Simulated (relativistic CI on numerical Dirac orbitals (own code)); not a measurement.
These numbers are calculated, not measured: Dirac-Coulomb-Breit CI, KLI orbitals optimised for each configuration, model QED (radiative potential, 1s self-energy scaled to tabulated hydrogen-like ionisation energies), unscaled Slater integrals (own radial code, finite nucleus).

The strongest absorption lines from the ground level of an ion, among the configurations computed and to levels below about 17300 eV (vacuum wavelength in Å, gf): 0.7225 (0.24), 0.8274 (0.48), 0.8944 (0.24), 0.9187 (1), 0.9370 (0.32), 1.0860 (2.3), 1.1041 (0.1), 1.2096 (0.17).

Q: Which ion is it?
A. Ra⁷⁸⁺
B. Pb⁷²⁺
C. Pb⁷⁰⁺
D. Yb⁶⁰⁺

A: B. Pb⁷²⁺ has 10 electrons and the ground level 2s2 2p6 1S_0; the strongest line goes to 2s2 2p5 3d 1P°_1. The pattern of lines fixes the number of electrons, and along that sequence the line energies rise steadily with the charge (about as its square where n changes within one kind of shell, about linearly where n is kept but much faster in heavy ions where fine structure, which grows about as Z⁴, sets the gap, and irregularly where shells cross), which fixes Z. Configurations outside the model, such as inner-shell arrays, can give stronger lines. At this charge energies of transitions that change n are usually good to better than 1 %, and those within a shell (Δn = 0) to a few per cent.

LS names give the leading component of a level, which can be under half, so a name can repeat, a term be missing and a line seem to break the LS rules.
